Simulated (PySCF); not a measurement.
Job file and geometry (Å, from GFN2-xTB) of an NMR shielding run on `N#C[C@@H]1CCN[SiH2]OC1`, C₅H₁₀N₂OSi, PySCF 2.14.0, density-fitted response routines, GIAO PBE0/pcSseg-1 NMR shielding, non-relativistic, gas phase; density fitting, a coarse starting grid and PySCF grid level 2 are the driver's defaults:

```
$ OMP_NUM_THREADS=1 python probes_run.py task.json out

{"job": {"kind": "nmr", "xc": "PBE0", "basis": "pcSseg-1"}, "charge": 0, "multiplicity": 1}
N      2.319819    -1.247764    -1.701590
C      1.923895    -0.505957    -0.927567
C      1.430090     0.422584     0.063155
C      0.742971    -0.340149     1.209452
C     -0.367212    -1.306447     0.773211
N     -1.615060    -0.605617     0.532573
Si    -1.898414     0.347533    -0.873377
O     -0.477816     0.945730    -1.380805
C      0.546445     1.488363    -0.618931
H      2.299516     0.950388     0.478603
H      0.320916     0.385880     1.907929
H      1.510373    -0.916276     1.733118
H     -0.031754    -1.858245    -0.113280
H     -0.521387    -2.030503     1.577196
H     -2.401271    -1.032379     0.991917
H     -2.290471    -0.305916    -2.115075
H     -2.821091     1.383211    -0.402717
H      0.148828     2.153575     0.157546
H      1.171818     2.081240    -1.298817
```

**Question.** Write the output of this run.

**Answer.** 
```
coarse grid: 16464 points
cycle   1  E = -669.9940402161  dE =  1.349e+00  |g| = 8.002e-01  |ddm| = 4.008e+00
cycle   2  E = -669.7559736330  dE =  2.381e-01  |g| = 1.357e+00  |ddm| = 1.877e+00
cycle   3  E = -670.1121122571  dE = -3.561e-01  |g| = 2.134e-01  |ddm| = 1.279e+00
cycle   4  E = -670.1199270343  dE = -7.815e-03  |g| = 9.940e-02  |ddm| = 2.021e-01
cycle   5  E = -670.1218866901  dE = -1.960e-03  |g| = 1.964e-02  |ddm| = 8.319e-02
cycle   6  E = -670.1219573769  dE = -7.069e-05  |g| = 6.592e-03  |ddm| = 2.089e-02
cycle   7  E = -670.1219658973  dE = -8.520e-06  |g| = 1.510e-03  |ddm| = 6.932e-03
final grid: 154880 points
cycle   8  E = -670.1830416652  dE = -3.440e-05  |g| = 1.220e-02  |ddm| = 3.214e-02
cycle   9  E = -670.1830091656  dE =  3.250e-05  |g| = 1.799e-02  |ddm| = 2.342e-02
cycle  10  E = -670.1830707901  dE = -6.162e-05  |g| = 1.311e-03  |ddm| = 1.429e-02
cycle  11  E = -670.1830711602  dE = -3.701e-07  |g| = 2.706e-04  |ddm| = 1.388e-03
cycle  12  E = -670.1830711743  dE = -1.410e-08  |g| = 1.039e-04  |ddm| = 3.359e-04
cycle  13  E = -670.1830711756  dE = -1.281e-09  |g| = 7.145e-05  |ddm| = 1.274e-04
cycle  14  E = -670.1830711767  dE = -1.044e-09  |g| = 1.480e-05  |ddm| = 5.314e-05
cycle  15  E = -670.1830711767  dE = -4.661e-11  |g| = 3.374e-06  |ddm| = 1.488e-05
converged SCF energy = -670.1830711767

GIAO shielding tensors (ppm)
atom      isotropic    diamagn.    paramagn.     s11        s22        s33       span
  0 N      -37.333     340.493    -377.825   -208.785   -200.888    297.675    506.460
  1 C       62.433     260.674    -198.242    -55.578    -48.317    291.192    346.770
  2 C      151.164     250.182     -99.017    143.978    150.765    158.750     14.771
  3 C      144.656     246.739    -102.083    131.409    150.039    152.519     21.109
  4 C      144.752     244.896    -100.144    121.377    147.430    165.449     44.072
  5 N      226.654     322.991     -96.338    180.119    232.213    267.629     87.510
  6 Si     373.857     880.351    -506.494    350.595    354.673    416.303     65.707
  7 O      300.427     396.051     -95.624    266.038    280.855    354.388     88.350
  8 C      116.808     241.176    -124.369     89.639    115.032    145.753     56.113
  9 H       29.012      29.146      -0.134     25.071     26.510     35.455     10.383
 10 H       30.127      31.004      -0.878     26.622     28.135     35.623      9.001
 11 H       29.552      30.353      -0.801     24.372     28.399     35.884     11.512
 12 H       28.003      31.285      -3.282     24.122     27.169     32.719      8.597
 13 H       28.700      29.982      -1.282     22.478     28.471     35.151     12.673
 14 H       30.897      31.736      -0.839     22.379     27.849     42.462     20.083
 15 H       26.640      29.436      -2.796     22.815     24.430     32.675      9.861
 16 H       26.707      28.939      -2.232     22.765     24.296     33.060     10.294
 17 H       27.725      29.640      -1.915     23.702     26.561     32.912      9.211
 18 H       27.144      27.886      -0.742     21.885     26.612     32.934     11.049
```

**Question.** Turn these shieldings into chemical shifts. Chemical shifts δ = σref − σ; NH3 for 15N (σ = 267.73 ppm); 13C (σ = 186.93 ppm), 29Si (σ = 349.16 ppm), 1H (σ = 31.72 ppm) vs TMS; 17O (σ = 336.08 ppm) vs H2O, all at this level.

**Answer.** Averaging equivalent atoms: N 0: 305.1; N 5: 41.1; C 1: 124.5; C 8: 70.1; C 3: 42.3; C 4: 42.2; C 2: 35.8; Si 6: -24.7; O 7: 35.7; H 15: 5.08; H 16: 5.01; H 18: 4.57; H 17: 3.99; H 12: 3.71; H 13: 3.02; H 9: 2.71; H 11: 2.17; H 10: 1.59; H 14: 0.82 ppm. Experimental scales use liquid or dissolved standards, which lie at an offset from isolated NH3 (liquid NH3: subtract about 20 ppm) and H2O (liquid H2O: subtract about 36 ppm). Unscaled 15N shifts of sp2 nitrogen come out 20 to 40 ppm too high even then.

Size and cost of the density-fitted run: 210 basis functions, 2.1 min wall time (110 s CPU) on 1 thread of an Intel Xeon, shared host; peak memory 0.86 GiB.
